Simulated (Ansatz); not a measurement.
`[F][SnH]([Cl])[GeH3]` → `[GeH3]`• + `[F][SnH][Cl]`• at 400 K and 1 bar (homolysis of the Ge–Sn bond).

Calculated with Ansatz (gas phase, PBE0-D4/def2-TZVP geometries, no zero-point term in ΔE). CBS: MP2 limit from def2 TZ/QZ plus the TZ coupled-cluster correction, frozen cores. Open shells (•) are unrestricted, without spin–orbit coupling. def2 core potentials past Kr. For Ge, Sn outer-core shells are correlated without core-valence functions, which leaves a few kJ/mol of doubt a bond. Scalar relativity is left out up to krypton.

```tsv
species	CCSD(T)/CBS energy (Eh)	H − E (kJ/mol)	S (J/(mol·K))
`[F][SnH]([Cl])[GeH3]`	-2852.19383	122.9	426.5
`[GeH3]`•	-2077.84911	67.8	242.7
`[F][SnH][Cl]`•	-774.23433	43.8	331.3
```

H − E and S are ideal-gas, rigid-rotor, harmonic terms from PBE0-D4/def2-TZVP, for one conformer and one mirror image of each species, with the whole ground term of open shells counted as degenerate. 1 Eh = 2625.50 kJ/mol, R = 8.31446 J/(mol·K).

Task: By hand: ΔE, ΔH, ΔS and ΔG.

Result: ΔE = (-2077.84911) + (-774.23433) − (-2852.19383) = 0.11039 Eh = 289.8 kJ/mol. Δ(H − E) = 67.8 + 43.8 − 122.9 = -11.3, so ΔH = 278.5 kJ/mol. ΔS = 242.7 + 331.3 − 426.5 = 147.5 J/(mol·K). ΔG = 278.5 − 400 × (147.5)/1000 = 219.5 kJ/mol.

Task: By hand: the equilibrium constant, and the temperature at which ΔG would vanish if ΔH and ΔS stayed fixed.

Result: log₁₀ K = −ΔG/(RT ln 10) = -28.7. ΔG = 0 at ΔH/ΔS = 1888 K.

The number of gas molecules changes by +1, which sets the sign of ΔS. A doubt of 5 kJ/mol in ΔE shifts log₁₀ K by 0.7 here. Other conformers and mirror images would add mixing entropy, several J/(mol·K) or more a flexible species. Modes under 60 cm⁻¹, often nearly free rotors, make the harmonic entropy too high. These are equilibria of isolated gas molecules and say nothing of rates. Largest T1 diagnostic: 0.017 (customary marks: 0.02 for closed shells, 0.045 for open ones).
